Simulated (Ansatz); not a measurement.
Consider the formal exchange of groups at the Al–O bond: `[OH][AlH][SiH2]O` + `C/C=C(\N)F` → `O[SiH2][AlH][F]` + `C/C=C(\N)O`.

Program: Ansatz. Geometries: PBE0-D4/def2-TZVP. ΔE: electronic, gas phase. CCSD(T)/CBS is the MP2 limit (def2-TZVPP, def2-QZVPP) plus CCSD(T) − MP2 in def2-TZVPP, frozen cores. Double bonds are as drawn, so ΔE can hold a change between cis and trans. Functionals use def2-TZVPP. B3LYP here is the variant with VWN-RPA as its local correlation; programs differ in this. One conformer a species, not always the lowest.

`[OH][AlH][SiH2]O`:

Cartesian coordinates in Å:
```
O -0.050 0.262 2.397
Al -0.580 -0.758 1.144
Si -0.128 -0.073 -1.188
O 0.863 1.263 -1.270
H 0.364 1.108 2.230
H -1.322 -2.078 1.610
H 0.446 -1.197 -1.993
H -1.381 0.341 -1.880
H 1.786 1.131 -1.051
```

`C/C=C(\N)F`:

```xyz
11

C     0.600   -1.338   -0.098
C     0.805    0.072    0.342
C    -0.080    1.049    0.183
N    -1.287    1.047   -0.479
F     0.184    2.278    0.652
H     0.988   -2.038    0.646
H    -0.457   -1.581   -0.238
H     1.111   -1.559   -1.042
H     1.747    0.348    0.800
H    -2.003    1.591   -0.020
H    -1.609    0.131   -0.745
```

`O[SiH2][AlH][F]`:

Cartesian coordinates in Å:
```
O 1.007 -1.106 -1.241
Si 0.027 0.200 -0.954
Al -0.407 0.470 1.455
F -0.006 -0.870 2.347
H 0.936 -1.845 -0.636
H -1.267 0.075 -1.694
H 0.723 1.381 -1.532
H -1.014 1.694 2.256
```

`C/C=C(\N)O`:

```xyz
12

C     0.366    0.497    1.560
C    -0.478    0.672    0.344
C    -0.392   -0.057   -0.769
N     0.596   -0.985   -1.094
O    -1.316    0.083   -1.760
H    -0.242    0.539    2.468
H     0.883   -0.467    1.572
H     1.129    1.277    1.657
H    -1.229    1.453    0.346
H     0.222   -1.897   -1.325
H     1.322   -1.061   -0.399
H    -0.860   -0.052   -2.599
```

(1) Is it downhill or uphill in electronic energy at CCSD(T)/CBS, and by how much? (An estimate is asked.)

(2) What do these levels give: r2SCAN-D4, B3LYP-D4, B2PLYP, B3LYP, MP2/def2-TZVPP, SCS-MP2/def2-TZVPP, CCSD/def2-TZVPP, CCSD(T)/def2-TZVPP, MP2/def2-QZVPP, SCS-MP2/def2-QZVPP, HF/CBS(def2), MP2/CBS(def2)? (An estimate is asked.)

Largest T1 diagnostic among the species: 0.013.

Results:

(1) Ansatz gave: Downhill: ΔE = -61.7 kJ/mol.

(2) The calculation gave: r2SCAN-D4 -54.5, B3LYP-D4 -56.4, B2PLYP -57.7, B3LYP -55.5, MP2/def2-TZVPP -62.0, SCS-MP2/def2-TZVPP -60.2, CCSD/def2-TZVPP -59.3, CCSD(T)/def2-TZVPP -59.3, MP2/def2-QZVPP -63.8, SCS-MP2/def2-QZVPP -62.1, HF/CBS(def2) -58.2, MP2/CBS(def2) -64.5 kJ/mol.
